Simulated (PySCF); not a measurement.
# Ionisation energy of Zr⁹⁺ by level of theory

Zr⁹⁺ [Ar] 3d10 4s2 4p1 (2P) → Zr¹⁰⁺ [Ar] 3d10 4s2 (1S), as a difference of total energies. All numbers are calculated (PySCF 2.14, scalar relativity by spin-free X2C-1e, in an uncontracted even-tempered set (21 s from 0.18 bohr⁻², ratio 2.5; 15 p from 0.23 bohr⁻², ratio 2.5; 10 d from 0.42 bohr⁻², ratio 2.5; 5 f from 2.3 bohr⁻², ratio 2.7; 5 g from 3.5 bohr⁻², ratio 2.7)). Correlated levels: outer shells: [Ne] frozen; virtual orbitals above 40 to 60 times the deepest correlated orbital energy dropped. The calculations carry no spin-orbit coupling.

```csv
method,ionisation energy (eV)
UHF,169.99
LDA,171.33
PBE,171.00
PBE0,170.99
r2SCAN,171.23
MP2 (outer shells),170.77
SCS-MP2 (outer shells),170.68
```

How much does correlation contribute at MP2 (outer shells)?

170.77 − (169.99) = 0.78 eV, measured against UHF.

A first-order spin-orbit estimate (lowest level to lowest level, LS coupling) adds 1.512 eV.

For comparison: 172.02 ± 0.05 eV (semi-empirical (NIST evaluation); NIST Atomic Spectra Database, ionization energies).
